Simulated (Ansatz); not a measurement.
Ansatz (a first-principles code) input (CCSD(T)/aug-cc-pVDZ):

Ansatz 0.2 input:
```yaml
crystal:
  periodic: [false, false, false]
  atoms:
    - {symbol: C, position_ang: [-2.08019445, 1.87023327, 0.24009911]}
    - {symbol: O, position_ang: [-0.67109939, 1.79571587, 0.45084263]}
    - {symbol: Ge, position_ang: [0.20966773, 0.29414767, 0.18715536]}
    - {symbol: Br, position_ang: [-0.47106701, -1.34619006, 1.64180967]}
    - {symbol: Br, position_ang: [-0.12038387, -0.38886685, -2.00528361]}
    - {symbol: O, position_ang: [1.90416196, 0.60858909, 0.50569901]}
    - {symbol: C, position_ang: [2.59559863, 1.59840763, -0.26311583]}
    - {symbol: H, position_ang: [-2.34181493, 1.62942341, -0.79339396]}
    - {symbol: H, position_ang: [-2.37786408, 2.89640117, 0.45204269]}
    - {symbol: H, position_ang: [-2.61780943, 1.19785152, 0.91371064]}
    - {symbol: H, position_ang: [2.59847572, 1.34460939, -1.32619311]}
    - {symbol: H, position_ang: [2.15124547, 2.58671075, -0.12780485]}
    - {symbol: H, position_ang: [3.62225569, 1.61298503, 0.10002187]}
basis:
  gaussian:
    orbitals: aug-cc-pVDZ
magnetization: {spin_polarized: false}
correlation: {method: ccsd_t, electrons: outside_noble_gas}
output: {forces: true}
```

Output:

```
Functional definition: HF
integrals: 2.12 GiB planned
2615 factors; integrals over basis functions are off by at most 8.7e-4 eV
1.89 GiB of device memory are held for the factors and their scratch space
mean field: 3.16 GiB planned
mean field evaluation 1: about -202698.7926 eV, gradient 4.6e1 eV
mean field evaluation 2: about -202698.8388 eV, gradient 4.6e1 eV
mean field evaluation 4: about -202703.5066 eV, gradient 4.6e0 eV
mean field evaluation 8: about -202703.5774 eV, gradient 2.8e-1 eV
mean field evaluation 16: about -202698.7913 eV, gradient 4.6e1 eV
mean field -202703.57783844 eV, -7449.2190881427 hartree, gradient 1.6e-6 eV, S^2 0.000000; 0 other end points of the search recorded, 0 dependent functions left out
46 core orbitals not correlated
reference -202703.57783844 eV, -7449.2190881427 hartree; 22, 22 occupied and 186, 186 virtual orbitals, 2615 factors
densities: 10.33 GiB planned
second order -28.20870416 eV of doubles, -0.00000000 eV of singles
coupled cluster: 8.26 GiB planned
cycle   1  -28.83194187 eV  change   -6.2e-1 eV  update   1.3e-1
cycle   2  -29.53637807 eV  change   -7.0e-1 eV  update   4.0e-2
cycle   3  -29.72615846 eV  change   -1.9e-1 eV  update   2.1e-2
cycle   4  -29.72228433 eV  change    3.9e-3 eV  update   4.9e-3
cycle   5  -29.71811408 eV  change    4.2e-3 eV  update   2.3e-3
cycle   6  -29.71888415 eV  change   -7.7e-4 eV  update   7.2e-4
cycle   7  -29.71872616 eV  change    1.6e-4 eV  update   2.8e-4
cycle   8  -29.71859384 eV  change    1.3e-4 eV  update   9.0e-5
cycle   9  -29.71861580 eV  change   -2.2e-5 eV  update   3.4e-5
cycle  10  -29.71862211 eV  change   -6.3e-6 eV  update   1.3e-5
cycle  11  -29.71860828 eV  change    1.4e-5 eV  update   5.2e-6
perturbative correction -0.98968852 eV, -0.0363703824 hartree
the calculation of the forces begins
1.89 GiB of device memory are held for the factors and their scratch space
Total energy: -202734.28613524 eV, -7450.3475972353 hartree
Atom 0 at    -2.080194     1.870233     0.240099 Å, force    -0.060305    -0.032531    -0.024536 eV/Å
Atom 1 at    -0.671099     1.795716     0.450843 Å, force     0.338884     0.424841     0.164858 eV/Å
Atom 2 at     0.209668     0.294148     0.187155 Å, force    -0.197347    -0.312357    -0.147672 eV/Å
Atom 3 at    -0.471067    -1.346190     1.641810 Å, force    -0.038047    -0.102914     0.065127 eV/Å
Atom 4 at    -0.120384    -0.388867    -2.005284 Å, force    -0.023180    -0.037191    -0.095003 eV/Å
Atom 5 at     1.904162     0.608589     0.505699 Å, force     0.245441    -0.336287     0.421783 eV/Å
Atom 6 at     2.595599     1.598408    -0.263116 Å, force    -0.014258     0.045546    -0.045818 eV/Å
Atom 7 at    -2.341815     1.629423    -0.793394 Å, force    -0.106397    -0.107239    -0.462050 eV/Å
Atom 8 at    -2.377864     2.896401     0.452043 Å, force    -0.141097     0.428897     0.086213 eV/Å
Atom 9 at    -2.617809     1.197852     0.913711 Å, force    -0.231241    -0.299656     0.300218 eV/Å
Atom 10 at     2.598476     1.344609    -1.326193 Å, force    -0.009175    -0.118155    -0.470027 eV/Å
Atom 11 at     2.151245     2.586711    -0.127805 Å, force    -0.198319     0.431021     0.061199 eV/Å
Atom 12 at     3.622256     1.612985     0.100022 Å, force     0.435039     0.016025     0.145708 eV/Å
Dipole moment:    -0.109628     0.296317    -0.137604 e Å
```
